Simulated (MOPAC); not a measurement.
Input file for MOPAC: PM3 on FHPbS (SMILES [F][Pb][SH]), a point of a torsion scan.

```
PM3 1SCF PRECISE CHARGE=0 THREADS=1
FHPbS

F      1.97950087 1    -0.76938547 1    -0.12015682 1
Pb     1.00086984 1     1.03370593 1    -0.59102675 1
S     -1.46126163 1     0.34000238 1    -0.54603653 1
H     -1.70188415 1     0.58508548 1     0.73309959 1
```

It printed:

```
*******************************************************************************
 **                                                                           **
 **                              MOPAC v23.2.5                                **
 **                                                                           **
 *******************************************************************************
 ** MOPAC's Digital Object Identifier: https://doi.org/10.5281/zenodo.6511958 **
 **                                                                           **
 ** Please cite the open-source release paper for use of this MOPAC version:  **
 ** J. E. Moussa and J. J. P. Stewart (2026)                                  **
 ** MOPAC: An open-source semiempirical molecular orbital program             **
 ** J. Open Source Softw., 11(119), 8025, https://doi.org/10.21105/joss.08025 **
 *******************************************************************************

                              PM3 CALCULATION RESULTS

 *******************************************************************************
 *  PM3        - The PM3 Hamiltonian to be used
 *
 *
 *
 *                 CHARGE ON SYSTEM = 0
 *
 *
 *
 *  PRECISE    - TIGHTER CRITERIA TO BE USED
 *  1SCF       - DO 1 SCF AND THEN STOP
 *  THREADS=1  - MULTI-THREADING NOT USED
 *  T=         - A TIME OF 172800.0 SECONDS REQUESTED
 *  DUMP=N     - RESTART FILE WRITTEN EVERY 7200.0 SECONDS REQUESTED
 *******************************************************************************
PM3 1SCF PRECISE CHARGE=0 THREADS=1
 FHPbS

   ATOM   CHEMICAL          X               Y               Z
  NUMBER   SYMBOL      (ANGSTROMS)     (ANGSTROMS)     (ANGSTROMS)

     1       F          1.97950087  *  -0.76938547  *  -0.12015682  *
     2      Pb          1.00086984  *   1.03370593  *  -0.59102675  *
     3       S         -1.46126163  *   0.34000238  *  -0.54603653  *
     4       H         -1.70188415  *   0.58508548  *   0.73309959  *



          CARTESIAN COORDINATES

    NO.       ATOM           X           Y           Z

     1         F          1.9795     -0.7694     -0.1202
     2        Pb          1.0009      1.0337     -0.5910
     3         S         -1.4613      0.3400     -0.5460
     4         H         -1.7019      0.5851      0.7331

  H: (PM3): J. J. P. STEWART, J. COMP. CHEM. 10, 209 (1989).
  F: (PM3): J. J. P. STEWART, J. COMP. CHEM. 10, 209 (1989).
  S: (PM3): J. J. P. STEWART, J. COMP. CHEM. 10, 209 (1989).
 Pb: (PM3): J. J. P. STEWART, J. COMP. CHEM. 12, 320-341 (1991).

           Empirical Formula: H F Pb S  =     4 atoms



      MOLECULAR POINT GROUP   :   C1


      RHF CALCULATION, NO. OF DOUBLY OCCUPIED LEVELS = 9


 -------------------------------------------------------------------------------
 PM3 1SCF PRECISE CHARGE=0 THREADS=1
 FHPbS



     1SCF WAS SPECIFIED, SO BFGS WAS NOT USED
     SCF FIELD WAS ACHIEVED


                              PM3 CALCULATION
                                                       MOPAC v23.2.5 Linux




          FINAL HEAT OF FORMATION =        -27.42280 KCAL/MOL =    -114.73698 KJ/MOL


          COSMO AREA              =        112.27 SQUARE ANGSTROMS
          COSMO VOLUME            =         99.72 CUBIC ANGSTROMS

          IONIZATION POTENTIAL    =          9.275764 EV
          HOMO LUMO ENERGIES (EV) =         -9.276 -2.841
          NO. OF FILLED LEVELS    =          9
          MOLECULAR WEIGHT        =        259.2663         POINT GROUP:  C1

          MOLECULAR DIMENSIONS (Angstroms)

            Atom       Atom       Distance
            H     4    F     1     4.01438
           Pb     2    F     1     1.56667
            F     1    S     3     1.09728


          SCF CALCULATIONS        =          1





   ATOM   CHEMICAL          X               Y               Z
  NUMBER   SYMBOL      (ANGSTROMS)     (ANGSTROMS)     (ANGSTROMS)

     1       F          1.97950087  *  -0.76938547  *  -0.12015682  *
     2      Pb          1.00086984  *   1.03370593  *  -0.59102675  *
     3       S         -1.46126163  *   0.34000238  *  -0.54603653  *
     4       H         -1.70188415  *   0.58508548  *   0.73309959  *

                             CARTESIAN COORDINATES

   1    F        1.979500870    -0.769385470    -0.120156820
   2   Pb        1.000869840     1.033705930    -0.591026750
   3    S       -1.461261630     0.340002380    -0.546036530
   4    H       -1.701884150     0.585085480     0.733099590


           Empirical Formula: H F Pb S  =     4 atoms



      MOLECULAR POINT GROUP   :   C1


                  EIGENVALUES
 -26.13777 -18.22907 -15.44098 -14.41735 -14.18896 -13.78259 -12.06145  -9.65346
  -9.27576  -2.84117  -1.86465  -0.32833   1.18478


              NET ATOMIC CHARGES AND DIPOLE CONTRIBUTIONS

  ATOM NO.   TYPE          CHARGE      No. of ELECS.   s-Pop       p-Pop
    1          F          -0.429356        7.4294     1.73939     5.68996
    2         Pb           0.785938        3.2141     1.91412     1.29994
    3          S          -0.382244        6.3822     1.92179     4.46045
    4          H           0.025662        0.9743     0.97434
 DIPOLE           X         Y         Z       TOTAL
 POINT-CHG.     2.169     4.937    -0.890     5.465
 HYBRID        -0.564    -0.847     1.482     1.798
 SUM            1.605     4.090     0.591     4.433


          ATOMIC ORBITAL ELECTRON POPULATIONS

     Atom    s        px        py        pz
    1  F   1.73939   1.92158   1.84901   1.91937
    2 Pb   1.91412   0.59304   0.56783   0.13908
    3  S   1.92179   1.44559   1.90621   1.10866
    4  H   0.97434

 **********************
 *                    *
 * JOB ENDED NORMALLY *
 *                    *
 **********************




 == MOPAC DONE ==
```

The run finished.

Cost: about 0.04 core-seconds (a rough figure).
